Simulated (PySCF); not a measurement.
**Ionisation energy of Cs³⁹⁺ by level of theory**

Cs³⁹⁺ [Ne] 3s2 3p4 [3p1/2^2 3p3/2^2, M_J = 2] → Cs⁴⁰⁺ [Ne] 3s2 3p3 [3p1/2^2 3p3/2^1, M_J = 3/2], as a difference of total energies. All numbers are calculated (PySCF 2.14, the two-component X2C-1e Hamiltonian, in an uncontracted even-tempered set (19 s from 8.1 bohr⁻², ratio 2.4; 14 p from 11 bohr⁻², ratio 2.4; 4 d from 40 bohr⁻², ratio 2.6; 4 f from 59 bohr⁻², ratio 2.6)). Correlated levels: 1s2 frozen; the 56 highest virtual spinors dropped. "Screened" scales the spin-orbit matrix elements by Boettger's factors to mimic the two-electron term; Breit and QED terms are absent.

```tsv
method	ionisation energy (eV)
GHF (spin-free)	2874.2
GMP2 (spin-free)	2875.4
GHF (screened spin-orbit)	2860.4
GMP2 (screened spin-orbit)	2860.6
```

Breit and QED terms and the two-electron picture change are absent.

The spin-free rows relax to the high-spin LS determinant and lack the spin-orbit shift.

The labels give the starting determinants; with spin-orbit coupling the two ends relaxed to ⟨J²⟩ = 6.00, ⟨L²⟩ = 3.14, ⟨S²⟩ = 1.45 and ⟨J²⟩ = 3.75, ⟨L²⟩ = 2.33, ⟨S²⟩ = 1.61.

For comparison: 2859 ± 4 eV (theoretical estimate listed by NIST; NIST Atomic Spectra Database, ionization energies).
